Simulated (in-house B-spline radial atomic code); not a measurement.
Ionising Ir4+ with different functionals

Computed with an all-electron radial atomic-structure program (B-spline basis): scalar-relativistic (spin-free X2C) Hamiltonian, Fermi nucleus of rms radius 5.4032 fm, spin-polarised at highest spin, spherical fractional occupations for the functionals, and exact exchange of hybrids averaged over the configuration. The ionisation energy is the difference of two self-consistent energies, [Xe] 4f14 5d5 → [Xe] 4f14 5d4, without Breit or QED terms; ε is the level of the shell that loses the electron (its least bound occupied spin orbital). There is no spin-orbit coupling in this Hamiltonian.

```json
{"method": "PBE0", "rung": "global hybrid", "ΔSCF (eV)": "?", "-ε(5d) (eV)": "?"}
{"method": "B3LYP", "rung": "global hybrid", "ΔSCF (eV)": "59.06", "-ε(5d) (eV)": "53.49"}
{"method": "TPSSh", "rung": "global hybrid", "ΔSCF (eV)": "59.18", "-ε(5d) (eV)": "52.86"}
{"method": "M06-2X", "rung": "global hybrid", "ΔSCF (eV)": "58.63", "-ε(5d) (eV)": "55.67"}
{"method": "BHandHLYP", "rung": "global hybrid", "ΔSCF (eV)": "58.98", "-ε(5d) (eV)": "55.77"}
{"method": "r2SCAN0", "rung": "global hybrid", "ΔSCF (eV)": "59.57", "-ε(5d) (eV)": "54.45"}
{"method": "B97-1", "rung": "global hybrid", "ΔSCF (eV)": "?", "-ε(5d) (eV)": "?"}
{"method": "HSE06", "rung": "range-separated hybrid", "ΔSCF (eV)": "59.21", "-ε(5d) (eV)": "53.64"}
{"method": "wB97X", "rung": "range-separated hybrid", "ΔSCF (eV)": "58.77", "-ε(5d) (eV)": "56.28"}
{"method": "CAM-B3LYP", "rung": "range-separated hybrid", "ΔSCF (eV)": "58.99", "-ε(5d) (eV)": "55.32"}
{"method": "LC-wPBE", "rung": "range-separated hybrid", "ΔSCF (eV)": "59.04", "-ε(5d) (eV)": "56.85"}
```

What does PBE0 give?

ΔSCF 59.24 eV, and -ε(5d) = 54.08 eV.

What does B97-1 give?

ΔSCF 59.00 eV, and -ε(5d) = 53.52 eV.

Among the functionals, which spreads more, the ΔSCF values or the orbital energies?

The orbital energies: ΔSCF values span about 0.94 eV and the orbital energies 4.00 eV; here energy differences depend much less on the functional than eigenvalues do.

How do they compare with the NIST value?

NIST lists 57 eV ± 1.9 (tabulated theory, ground level to ground level). Errors run from +1.63 to +2.57 eV; all lie within about twice that uncertainty, so the table can't rank the methods.
